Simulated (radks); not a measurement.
Values are calculated unless marked as measured or tabulated.
How relativity changes the ionisation of the phosphorus ion P3+ ([Ne] 3s2) to P4+ ([Ne] 3s1). Spin-unpolarised spherical Kohn-Sham, LDA (Slater exchange, Perdew-Wang correlation), point nucleus unless stated (finite: rms radius 3.1889 fm), a radial shooting solver on a logarithmic mesh with Libxc functionals. A level marked "c x" has the speed of light scaled by that factor.

level                        E(P3+) (hartree)  E(P4+) (hartree)  IE (eV)   HOMO  <r> HOMO (bohr)
non-rel.                           -337.77361        -335.86047   52.059     3s            1.671
scalar-rel.                        -338.62224        -336.70448   52.185     3s            1.667
scalar-rel., finite nucleus        -338.62197        -336.70421   52.185     3s            1.667
Dirac                              -338.62283        -336.70508   52.185  3s1/2            1.667
Dirac, finite nucleus              -338.62256        -336.70481   52.185  3s1/2            1.667
Dirac, c x 1.5                     -338.14981        -336.23463   52.115  3s1/2            1.669
Dirac, c x 2                       -337.98499        -336.07070   52.090  3s1/2            1.670
Dirac, c x 100                     -337.77370        -335.86056   52.059  3s1/2            1.671

NIST Atomic Spectra Database: 51.444 eV (measured). The relativistic part of the total energy of P3+ is -0.8489 hartree (Dirac, finite nucleus), 0.25 % of the non-relativistic value. Spin polarisation and multiplet splitting of open shells are left out at every level.

Beside tabulated values, note that spin-unpolarised runs miss the spin-polarisation part of the exchange energy of open shells.
